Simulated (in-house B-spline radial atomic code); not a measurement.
## How G0W0 and RPA depend on the start: Ba VI (Ba5+)

Configuration [Kr] 4d10 5s2 5p3, highest spin. Computed with an all-electron radial atomic-structure program (B-spline basis): all electrons, scalar-relativistic (spin-free one-electron X2C), finite nucleus, each spin shell either full or empty, empty states to l = 9 with an (l + 1/2)⁻⁴ tail; G0W0 by contour deformation at full frequency.

Spin-orbit coupling, left out, splits p levels strongly here.

| start | mean-field 5p up (eV) | G0W0 (eV) | QP weight | RPA correlation (Eh) |
| --- | --- | --- | --- | --- |
| Hartree-Fock | -73.83 | -74.67 | 0.971 | -3.8368 |
| LDA VWN5 | -67.75 | -74.31 | 0.939 | -4.15 |
| PBE | -67.66 | -74.30 | 0.939 | -4.1449 |
| PBE0 | -69.46 | -74.42 | 0.954 | -4.0594 |
| r2SCAN | -68.29 | -74.42 | 0.946 | -4.0907 |
| HSE06 | -68.97 | -74.41 | 0.951 | -4.0663 |
| B3LYP (VWN-RPA) | -68.95 | ? | ? | ? |
| SCAN | -68.31 | -74.40 | 0.947 | -4.0891 |
| TPSS | -67.82 | -74.36 | 0.941 | -4.1296 |
| BHandHLYP | -70.90 | -74.51 | 0.962 | -3.981 |
| CAM-B3LYP | -70.77 | -74.48 | 0.960 | -4.0424 |
| LC-wPBE | -72.44 | ? | ? | ? |
| wB97X | -71.77 | -74.48 | 0.964 | -4.0266 |
| PBEsol | -67.70 | -74.30 | 0.939 | -4.1469 |
| BLYP | -67.33 | -74.30 | 0.938 | -4.1461 |
| r2SCAN0 | -69.90 | -74.49 | 0.957 | -4.0232 |
| LDA exchange-only | -66.55 | -74.35 | 0.936 | -4.1484 |

**Question.** What G0W0 level, weight and RPA correlation energy follow from the LC-wPBE start?

**Answer.** G0W0 level -74.51 eV, weight 0.965, RPA correlation -4.0447 hartree.

**Question.** What G0W0 level, weight and RPA correlation energy follow from the B3LYP (VWN-RPA) start?

**Answer.** G0W0 level -74.41 eV, weight 0.951, RPA correlation -4.0773 hartree.

**Question.** How much of the dependence on the start does G0W0 remove?

**Answer.** The mean-field levels span 7.27 eV and the G0W0 levels 0.37 eV. Against 71 ± 2 eV (NIST, tabulated theory) the G0W0 removal energies are off by +3.30 to +3.67 eV, with spin-orbit coupling, Breit and QED terms left out.
